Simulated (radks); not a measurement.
Question: I I, configuration [Kr] 4d9.5 5s2 5p5.5 (fractional occupations, a model configuration). All-electron calculation, Dirac Kohn-Sham, PBEsol, spin-unpolarised, spherical densities, finite nucleus; open shells fill j = l - 1/2 first; Fermi nuclear charge, rms radius 4.75 fm. Program: a radial shooting solver on a logarithmic mesh with Libxc functionals. Some entries of the table are withheld. Estimate them.

orbital  occ.  eigenvalue (Ry)  <r^2> (bohr^2)
1s1/2       2              (1)        0.001005
2s1/2       2        -374.3262         0.01614
2p1/2       2        -351.2918             (2)
2p3/2       4        -329.3529             (3)
3s1/2       2        -75.79508          0.1128
3p1/2       2        -66.26731          0.1075
3p3/2       4        -62.13827          0.1156
3d3/2       4        -45.33390         0.09725
3d5/2       6        -44.46512         0.09959
4s1/2       2        -13.51305          0.6160
4p1/2       2        -10.17927          0.6762
4p3/2       4         -9.36615          0.7260
4d3/2       4         -3.99455          0.9612
4d5/2     5.5         -3.86584          0.9851
5s1/2       2         -1.34574           4.226
5p1/2       2         -0.61405           6.244
5p3/2     3.5         -0.53421           6.914

Answer: 
(1) 1s1/2 eigenvalue (Ry): -2421.501
(2) 2p1/2 <r^2> (bohr^2): 0.01193
(3) 2p3/2 <r^2> (bohr^2): 0.01322
